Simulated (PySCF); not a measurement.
Isomers of H5B3O. Gas-phase values, no solvent. One relaxed conformer stands for each flexible species; it need not be the lowest. Strings in code marks are SMILES.

Quantity: electronic energy of isomers of H5B3O relative to `BBOB`, in kJ/mol.

Level 1: B3LYP/3-21G // r2SCAN-D4/def2-TZVP (PySCF)
Level 2: BP86/6-31G* // r2SCAN-D4/def2-TZVP (PySCF)
Level 3: PBE/6-31G* // r2SCAN-D4/def2-TZVP (PySCF)
Level 4: SVWN5/6-31G* // r2SCAN-D4/def2-TZVP (PySCF)

```tsv
species	level 1	level 2	level 3	level 4
`BB(B)O`	185.5	165.7	162.9	175.0
`BBBO`	147.9	121.2	117.3	122.9
```
